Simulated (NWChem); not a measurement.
The numbers come from NWChem runs, not from measurements. System: I, charge 1, spin multiplicity 3. Its SCF solution wasn't tested for a lower state. Level: UB3LYP/x2c-SVPall-2c, scalar ZORA, VWN1-RPA local correlation.

The NWChem input:

```
start mol
memory heap 200 mb stack 900 mb global 1100 mb
charge 1
geometry units angstroms nocenter noautoz noautosym
  I      0.000000     0.000000     0.000000
end
basis spherical
  * library x2c-svpall-2c
end
relativistic
  zora on
end
dft
  xc b3lyp
  odft
  mult 3
  semidirect memsize 60000000 filesize 0
  iterations 100
  grid fine
end
task dft energy
```

Part of the output:

```
             Northwest Computational Chemistry Package (NWChem) 7.3.0
             --------------------------------------------------------

                                NWChem Input Module
                                -------------------

 Scaling coordinates for geometry "geometry" by  1.889725989
 (inverse scale =  0.529177249)

                             Geometry "geometry" -> ""
                             -------------------------

 Output coordinates in angstroms (scale by  1.889725989 to convert to a.u.)

  No.       Tag          Charge          X              Y              Z
 ---- ---------------- ---------- -------------- -------------- --------------
    1 I                   53.0000     0.00000000     0.00000000     0.00000000

 Effective nuclear repulsion energy (a.u.)       0.0000000000

            Nuclear Dipole moment (a.u.)
            ----------------------------
        X                 Y               Z
 ---------------- ---------------- ----------------
     0.0000000000     0.0000000000     0.0000000000


 Summary of "ao basis" -> "" (spherical)
 ------------------------------------------------------------------------------
       Tag                 Description            Shells   Functions and Types
 ---------------- ------------------------------  ------  ---------------------
 *                       x2c-svpall-2c                on all atoms

                                 NWChem DFT Module
                                 -----------------

 Summary of "ao basis" -> "ao basis" (spherical)
 ------------------------------------------------------------------------------
       Tag                 Description            Shells   Functions and Types
 ---------------- ------------------------------  ------  ---------------------
 I                       x2c-svpall-2c              18       50   6s8p4d

 Summary of "ao basis" -> "ao basis" (spherical)
 ------------------------------------------------------------------------------
       Tag                 Description            Shells   Functions and Types
 ---------------- ------------------------------  ------  ---------------------
 I                       x2c-svpall-2c              18       50   6s8p4d

            General Information
            -------------------
          SCF calculation type: DFT
          Wavefunction type:  spin polarized.
          No. of atoms     :     1
          No. of electrons :    52
           Alpha electrons :    27
            Beta electrons :    25
          Charge           :     1
          Spin multiplicity:     3
          Use of symmetry is: off; symmetry adaption is: off
          Maximum number of iterations: 100
          AO basis - number of functions:    50
                     number of shells:    18
          Convergence on energy requested:  1.00D-06
          Convergence on density requested:  1.00D-05
          Convergence on gradient requested:  5.00D-04

              XC Information
              --------------
                         B3LYP Method XC Potential
                     Hartree-Fock (Exact) Exchange  0.200
                        Slater Exchange Functional  0.800 local
                    Becke 1988 Exchange Functional  0.720 non-local
              Lee-Yang-Parr Correlation Functional  0.810
                  VWN I RPA Correlation Functional  0.190 local

             Grid Information
             ----------------
          Grid used for XC integration:  fine
          Radial quadrature: Mura-Knowles
[...]
    14     -0.500951  1 I  py                11      0.191680  1 I  py
    19      0.133336  1 I  px                22      0.124271  1 I  px
    13     -0.112165  1 I  px                 8     -0.075821  1 I  py
    10      0.042918  1 I  px

 Vector   28  Occ=0.000000D+00  E=-6.016518D-02
              MO Center= -1.6D-15,  1.2D-15, -1.5D-14, r^2= 3.5D+00
   Bfn.  Coefficient  Atom+Function         Bfn.  Coefficient  Atom+Function
  ----- ------------  ---------------      ----- ------------  ---------------
     5      2.308634  1 I  s                  6     -2.126510  1 I  s
     4     -0.728110  1 I  s                  3      0.152235  1 I  s
     2     -0.089716  1 I  s                 45     -0.054533  1 I  d  2
    43     -0.034807  1 I  d  0              41      0.025709  1 I  d -2

 Vector   29  Occ=0.000000D+00  E=-4.906662D-03
              MO Center=  1.5D-14, -3.3D-15, -4.4D-15, r^2= 1.9D+00
   Bfn.  Coefficient  Atom+Function         Bfn.  Coefficient  Atom+Function
  ----- ------------  ---------------      ----- ------------  ---------------
    43      0.917154  1 I  d  0              45     -0.478963  1 I  d  2
    38     -0.343200  1 I  d  0              41      0.225805  1 I  d -2
    40      0.179228  1 I  d  2              33      0.122983  1 I  d  0
    36     -0.084496  1 I  d -2              35     -0.064225  1 I  d  2
    31      0.030279  1 I  d -2

 Vector   30  Occ=0.000000D+00  E=-4.906656D-03
              MO Center=  2.7D-14, -6.1D-15,  8.0D-15, r^2= 1.9D+00
   Bfn.  Coefficient  Atom+Function         Bfn.  Coefficient  Atom+Function
  ----- ------------  ---------------      ----- ------------  ---------------
    44      1.033451  1 I  d  1              39     -0.386718  1 I  d  1
    42      0.231395  1 I  d -1              34      0.138578  1 I  d  1
    37     -0.086588  1 I  d -1              32      0.031028  1 I  d -1

                     DFT Final Beta Molecular Orbital Analysis
                     -----------------------------------------

 Vector   23  Occ=1.000000D+00  E=-2.298901D+00
              MO Center=  7.3D-17,  9.1D-17,  6.1D-17, r^2= 2.8D-01
   Bfn.  Coefficient  Atom+Function         Bfn.  Coefficient  Atom+Function
  ----- ------------  ---------------      ----- ------------  ---------------
    40      0.834732  1 I  d  2              38      0.532802  1 I  d  0
    36     -0.393530  1 I  d -2              35     -0.330779  1 I  d  2
    33     -0.211133  1 I  d  0              31      0.155944  1 I  d -2

 Vector   24  Occ=1.000000D+00  E=-9.762760D-01
              MO Center= -1.4D-16,  2.8D-16, -6.0D-15, r^2= 1.2D+00
   Bfn.  Coefficient  Atom+Function         Bfn.  Coefficient  Atom+Function
  ----- ------------  ---------------      ----- ------------  ---------------
     5      1.065032  1 I  s                  4     -0.837866  1 I  s
     3      0.228573  1 I  s                  6      0.200649  1 I  s
     2     -0.114076  1 I  s                  1      0.028101  1 I  s

 Vector   25  Occ=1.000000D+00  E=-5.717881D-01
              MO Center= -6.2D-15,  1.4D-15, -7.0D-15, r^2= 1.8D+00
   Bfn.  Coefficient  Atom+Function         Bfn.  Coefficient  Atom+Function
  ----- ------------  ---------------      ----- ------------  ---------------
    20      0.580469  1 I  py                23      0.567808  1 I  py
    14     -0.493341  1 I  py                11      0.183163  1 I  py
    19      0.129970  1 I  px                22      0.127135  1 I  px
    13     -0.110461  1 I  px                 8     -0.075823  1 I  py
    10      0.041011  1 I  px

 Vector   26  Occ=0.000000D+00  E=-5.100173D-01
              MO Center= -6.8D-15, -3.5D-15, -1.3D-15, r^2= 1.8D+00
   Bfn.  Coefficient  Atom+Function         Bfn.  Coefficient  Atom+Function
  ----- ------------  ---------------      ----- ------------  ---------------
    22      0.583488  1 I  px                19      0.561973  1 I  px
    13     -0.486338  1 I  px                10      0.180775  1 I  px
    23     -0.130646  1 I  py                20     -0.125829  1 I  py
    14      0.108894  1 I  py                 7     -0.074923  1 I  px
    11     -0.040476  1 I  py

 Vector   27  Occ=0.000000D+00  E=-5.100172D-01
              MO Center= -1.2D-15, -4.7D-16,  7.4D-15, r^2= 1.8D+00
   Bfn.  Coefficient  Atom+Function         Bfn.  Coefficient  Atom+Function
  ----- ------------  ---------------      ----- ------------  ---------------
    24      0.597934  1 I  pz                21      0.575887  1 I  pz
    15     -0.498379  1 I  pz                12      0.185250  1 I  pz
     9     -0.076778  1 I  pz

 Vector   28  Occ=0.000000D+00  E=-4.115518D-02
              MO Center= -1.6D-15, -1.0D-15, -1.2D-14, r^2= 3.5D+00
   Bfn.  Coefficient  Atom+Function         Bfn.  Coefficient  Atom+Function
  ----- ------------  ---------------      ----- ------------  ---------------
     5      2.312613  1 I  s                  6     -2.131303  1 I  s
     4     -0.728931  1 I  s                  3      0.152364  1 I  s
     2     -0.089805  1 I  s

   alpha - beta orbital overlaps
   -----------------------------

   alpha      1      2      3      4      5      6      7      8      9     10
    beta      1      2      3      4      5      6      7      8      9     10
 overlap   1.000  1.000  1.000  1.000  1.000  1.000  1.000  1.000  1.000  1.000

   alpha     11     12     13     14     15     16     17     18     19     20
    beta     11     12     13     14     15     16     17     18     19     20
 overlap   1.000  1.000  1.000  1.000  1.000  1.000  1.000  1.000  1.000  1.000

   alpha     21     22     23     24     25     26     27     28     29     30
    beta     21     22     23     24     26     27     25     28     31     32
 overlap   1.000  1.000  1.000  0.999  0.999  0.999  1.000  0.998  1.000  1.000

   alpha     31     32     33     34     35     36     37     38     39     40
    beta     29     30     33     35     34     36     37     38     39     40
 overlap   1.000  1.000  0.997  0.999  0.999  1.000  1.000  1.000  1.000  1.000

   alpha     41     42     43     44     45     46     47     48     49     50
    beta     41     42     43     44     45     46     47     48     49     50
 overlap   1.000  1.000  1.000  1.000  1.000  1.000  1.000  1.000  1.000  1.000

     --------------------------
     Expectation value of S2:
     --------------------------
      <S2> =      2.0013 (Exact =     2.0000)

 Task  times  cpu:        6.4s     wall:        6.4s

 Total times  cpu:        6.8s     wall:        6.8s
```
